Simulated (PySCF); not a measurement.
First SCF of a structure search on triplet AuS(OH), at a hand-made PBE0 minimum (heavy-atom frame) geometry. PySCF input:

```python
from pyscf import gto, scf, dft
mol = gto.M(atom='''
Au     0.002810     0.000000     0.145625
S     -0.048122     0.000000    -2.021824
O      0.064658     0.000000     2.085967
H     -0.804790     0.000000     2.507301''',
    basis={'Au': 'def2-SVP', 'S': 'def2-SVP', 'O': 'def2-SVP', 'H': 'def2-SVP'},
    ecp={'Au': 'def2-SVP'},
    charge=0, spin=2)
mf = dft.UKS(mol, xc='PBE0')
mf.grids.atom_grid = (50, 194)
aux = {'Au': 'def2-universal-JKFIT', 'S': 'def2-universal-JKFIT', 'O': 'def2-universal-JKFIT', 'H': 'def2-universal-JKFIT'}
mf = mf.density_fit(auxbasis=aux)
mf.conv_tol = 1e-08
mf.diis_space = 10
mf.max_cycle = 60
mf.init_guess = 'minao'
mf.verbose = 4
mf.kernel()
```

Excerpt of the output (cycles alone):

```
init E= -597.592206533436
cycle= 1 E= -607.98782952752  delta_E= -10.4  |g|=  1.5  |ddm|= 7.21
cycle= 2 E= -594.137078072954  delta_E= 13.9  |g|= 4.94  |ddm|= 7.51
cycle= 3 E= -609.015986462905  delta_E= -14.9  |g|= 0.768  |ddm|= 6.48
cycle= 4 E= -609.114878061689  delta_E= -0.0989  |g|= 0.654  |ddm|= 1.06
cycle= 5 E= -609.300838447778  delta_E= -0.186  |g|= 0.0364  |ddm|= 0.557
cycle= 6 E= -609.300562181295  delta_E= 0.000276  |g|= 0.0442  |ddm|= 0.106
cycle= 7 E= -609.301897135246  delta_E= -0.00133  |g|= 0.0123  |ddm|= 0.0655
cycle= 8 E= -609.301972367868  delta_E= -7.52e-05  |g|= 0.00575  |ddm|= 0.0135
cycle= 9 E= -609.302003987203  delta_E= -3.16e-05  |g|= 0.00165  |ddm|= 0.0103
cycle= 10 E= -609.302011985754  delta_E= -8e-06  |g|= 0.00193  |ddm|= 0.00958
cycle= 11 E= -609.302014476574  delta_E= -2.49e-06  |g|= 0.0012  |ddm|= 0.00319
cycle= 12 E= -609.302015801384  delta_E= -1.32e-06  |g|= 0.000338  |ddm|= 0.00298
cycle= 13 E= -609.302015942355  delta_E= -1.41e-07  |g|= 0.000161  |ddm|= 0.00144
cycle= 14 E= -609.3020159583  delta_E= -1.59e-08  |g|= 4.52e-05  |ddm|= 0.00027
cycle= 15 E= -609.302015960038  delta_E= -1.74e-09  |g|= 7.6e-06  |ddm|= 0.000108
Extra cycle  E= -609.302015959911  delta_E= 1.27e-10  |g|= 2.07e-05  |ddm|= 3.66e-05
converged SCF energy = -609.302015959911  <S^2> = 2.0111293  2S+1 = 3.0074104
```

No lower solution of this spin was found from smeared starts or by a stability analysis within the unrestricted form.

With open d or f shells other occupations or spin states may lie lower. With an element this heavy the missing spin–orbit coupling can shift these numbers.

The search for the lowest solution, 3 starts and the stability check together, took 12 s on 2 threads of a shared Arm Neoverse V1 host, with 69 basis functions; the process peaked at 0.39 GiB. Launch command: `OMP_NUM_THREADS=2 python axn.py task.json out`.
